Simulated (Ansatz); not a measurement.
`OC(F)([SiH3])Cl` + CH₄ → `CC(O)([SiH3])Cl` + H–F at 600 K and 1 bar (formal exchange of groups at a C–F bond).

Gas-phase electronic energies from Ansatz, PBE0-D4/def2-TZVP geometries. CBS: MP2 limit from def2 TZ/QZ plus the TZ coupled-cluster correction, frozen cores. This one scheme is used for every species. Each species was taken in one conformer, which may not be the lowest.

```tsv
species	CCSD(T)/CBS energy (Eh)	H − E (kJ/mol)	S (J/(mol·K))
`OC(F)([SiH3])Cl`	-964.26424	188.9	427.4
CH₄	-40.46206	140.4	215.7
`CC(O)([SiH3])Cl`	-904.34029	291.8	450.6
H–F	-100.39570	42.3	194.0
```

H − E and S are ideal-gas, rigid-rotor, harmonic terms from PBE0-D4/def2-TZVP, for one conformer and one mirror image of each species. 1 Eh = 2625.50 kJ/mol, R = 8.31446 J/(mol·K).

Question: By hand: ΔE, ΔH, ΔS and ΔG.

Answer: ΔE = (-904.34029) + (-100.39570) − (-964.26424) − (-40.46206) = -0.00969 Eh = -25.4 kJ/mol. Δ(H − E) = 291.8 + 42.3 − 188.9 − 140.4 = 4.8, so ΔH = -20.6 kJ/mol. ΔS = 450.6 + 194.0 − 427.4 − 215.7 = 1.5 J/(mol·K). ΔG = -20.6 − 600 × (1.5)/1000 = -21.5 kJ/mol.

Question: By hand: the equilibrium constant, and the temperature at which ΔG would vanish if ΔH and ΔS stayed fixed.

Answer: log₁₀ K = −ΔG/(RT ln 10) = 1.9. ΔH and −TΔS have one sign here, so there is no such temperature. One of them is within its doubt of zero, so this could turn.

The number of gas molecules stays the same, so ΔS is small and ΔH decides. A doubt of 5 kJ/mol in ΔE shifts log₁₀ K by 0.4 here. Other conformers and mirror images would add mixing entropy, several J/(mol·K) or more a flexible species. These are equilibria of isolated gas molecules and say nothing of rates. Largest T1 diagnostic: 0.012 (customary marks: 0.02 for closed shells, 0.045 for open ones).
